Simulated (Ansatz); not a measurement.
Reaction (isomerisation): `C[CH2][Al]([F])[SiH3]` → `CC[SiH](F)[AlH2]`

Isolated molecules relaxed with PBE0-D4/def2-TZVP in Ansatz; ΔE leaves out vibrations. CBS: MP2 limit from def2 TZ/QZ plus the TZ coupled-cluster correction, frozen cores. DFT in def2-TZVPP. B3LYP here is the variant with VWN-RPA as its local correlation; programs differ in this. Each species was taken in one conformer, which may not be the lowest.

`C[CH2][Al]([F])[SiH3]`:

Cartesian coordinates in Å:
```
C 0.221 0.091 1.839
C -0.973 -0.524 1.110
Al -0.865 -0.461 -0.837
F -2.117 -1.107 -1.709
Si 0.975 0.531 -2.126
H 0.355 1.146 1.582
H 1.157 -0.416 1.586
H 0.110 0.038 2.926
H -1.905 -0.028 1.410
H -1.109 -1.572 1.407
H 2.292 0.246 -1.488
H 1.029 0.040 -3.530
H 0.830 2.016 -2.171
```

`CC[SiH](F)[AlH2]`:

```xyz
13

C    -1.229   -1.710    0.428
C    -0.839   -0.235    0.377
Si    0.842    0.071   -0.396
F     0.823   -0.559   -1.886
Al    1.505    2.451   -0.476
H    -2.215   -1.849    0.879
H    -0.511   -2.289    1.014
H    -1.259   -2.146   -0.573
H    -0.813    0.194    1.386
H    -1.591    0.341   -0.174
H     1.846   -0.735    0.370
H     1.573    3.273    0.885
H     1.868    3.192   -1.835
```

| level | ΔE (kJ/mol) | difference from CCSD(T)/CBS |
| --- | --- | --- |
| PBE-D4 | 77.9 | 2.4 |
| r2SCAN-D4 | 78.1 | 2.6 |
| ωB97M-V | 73.6 | -1.9 |
| B2PLYP | 77.3 | 1.8 |
| PBE | 79.5 | 4.0 |
| PBE0 | 76.0 | 0.5 |
| B3LYP | 77.2 | 1.7 |
| HF/def2-TZVPP | 62.6 | -12.9 |
| SCS-MP2/def2-TZVPP | 74.2 | -1.3 |
| CCSD/def2-TZVPP | 74.9 | -0.6 |
| CCSD(T)/def2-TZVPP | 76.5 | 1.0 |
| HF/def2-QZVPP | 62.6 | -12.9 |
| MP2/def2-QZVPP | 77.5 | 2.0 |
| SCS-MP2/def2-QZVPP | 73.8 | -1.7 |
| HF/CBS(def2) | 62.6 | -12.9 |
| CCSD/CBS(def2) | 74.0 | -1.5 |
| CCSD(T)/CBS | 75.5 | 0 |

Largest T1 diagnostic among the species: 0.012.

From PBE to PBE0 (25 % exact exchange), in def2-TZVPP and without D4, ΔE moves by −3.4 kJ/mol. In def2-TZVPP, CCSD(T) changes the Hartree–Fock value by +13.9 kJ/mol (the triples alone add +1.6 kJ/mol) and MP2 by +15.5 kJ/mol.
